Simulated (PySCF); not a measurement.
Excitation energy of Sb by level of theory

Sb [Kr] 4d10 5s2 5p3 (4S) → Sb [Kr] 4d10 5s1 5p3 5d1 (6D), as a difference of total energies. Computed with PySCF 2.14 in aug-cc-pwCVTZ-PP with ECP28MDF (8s7p6d4f1g, 96 functions), with scalar relativity through the core potential. Correlated levels: valence: 4s2 4p6 4d10 frozen. The calculations carry no spin-orbit coupling.

| method | excitation energy (eV) |
| --- | --- |
| UHF | 11.038 |
| MP2 (valence) | 12.159 |
| SCS-MP2 (valence) | 12.510 |
| CCSD (valence) | 12.293 |
| CCSD(T) (valence) | 12.355 |

Task: How much does correlation contribute at CCSD(T) (valence)?

Result: 12.355 − (11.038) = 1.317 eV, measured against UHF.

The upper state lies above the first ionisation limit, but in LS coupling its spin forbids autoionisation to the ground ion; at this Z spin-orbit coupling breaks that rule.

The promoted electron is Rydberg-like, and one or two diffuse shells describe it only roughly, which tends to raise the upper state.
